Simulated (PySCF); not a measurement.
From computed data to an observable: dipole moment from atomic charges

Si(OSiH3)(F)3 (F3H3OSi2), SMILES F[Si](F)(O[SiH3])F. Atoms are numbered in the order given.

```xyz
9

F      1.4739     0.2670    -1.2913
Si     0.7726     0.2001     0.1443
F      1.7045    -0.6687     1.1072
F      0.7154     1.6889     0.7250
O     -0.6927    -0.4470     0.0492
Si    -2.2916    -0.6263    -0.4059
H     -2.3624    -0.7628    -1.8851
H     -3.0586     0.5694     0.0343
H     -2.8161    -1.8492     0.2525
```
Charge 0, spin multiplicity 1.

The structure is a stationary point at B3LYP-D3(BJ)/def2-SVP. Other conformers were not sampled.

Charges (e) from PBE/def2-TZVP run with PySCF:

| atom | Mulliken | ESP fit |
|---|---|---|
| F1 | -0.259 | -0.270 |
| Si2 | 0.801 | 0.974 |
| F3 | -0.254 | -0.268 |
| F4 | -0.259 | -0.270 |
| O5 | -0.239 | -0.366 |
| Si6 | 0.258 | 0.341 |
| H7 | -0.016 | -0.049 |
| H8 | -0.016 | -0.049 |
| H9 | -0.015 | -0.042 |

The dipole moment of the full density is 2.17 D.

Problem. What dipole moment does each set of point charges give, and which comes closer to that of the density?

Solution. 
μ = Σ q r, and 1 e Å = 4.8032 D.
Mulliken: Σ q r = (-0.678, -0.200, -0.110) e Å, |μ| = 3.44 D.
ESP fit: Σ q r = (-0.439, -0.117, -0.080) e Å, |μ| = 2.22 D.
ESP fit comes closer in size. Point charges leave out the atoms' own dipoles (lone pairs, polarised bonds); fits to the potential absorb them, partitions of the density don't.
